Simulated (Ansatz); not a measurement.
The cluster MoO₂ (the lowest singlet isomer of a short search) was relaxed with r2SCAN-D4 (def2-TZVP) in Ansatz in these states: charge +1 doublet, neutral quintet, neutral triplet. The geometries follow in no particular order.

In the def2 sets Mo takes a core potential; there is no spin–orbit coupling.

A:

```xyz
3

Mo   -0.043    0.664    0.090
O     1.094   -0.162   -0.784
O    -1.051   -0.502    0.694
```

B:

```tsv
atom	x (Å)	y (Å)	z (Å)
Mo1	0.331	-0.438	-0.289
O2	-0.295	-0.623	1.274
O3	-0.036	1.061	-0.985
```

C:

```xyz
3

Mo    0.223    0.092    0.069
O    -0.727    1.543   -0.174
O     0.504   -1.635    0.105
```

Question: Judge from the bond lengths which geometry belongs to which state (an estimate).

Answer: A is the charge +1 doublet (Mo1–O3 1.656 Å, Mo1–O2 1.656 Å); B is the neutral triplet (Mo1–O3 1.694 Å, Mo1–O2 1.694 Å); C is the neutral quintet (Mo1–O3 1.751 Å, Mo1–O2 1.751 Å).

At PBE0-D4/def2-TZVP a triplet lies 2.26 eV below the neutral quintet. These are the stationary points nearest to one start from a short search; other shapes may lie lower in each state.
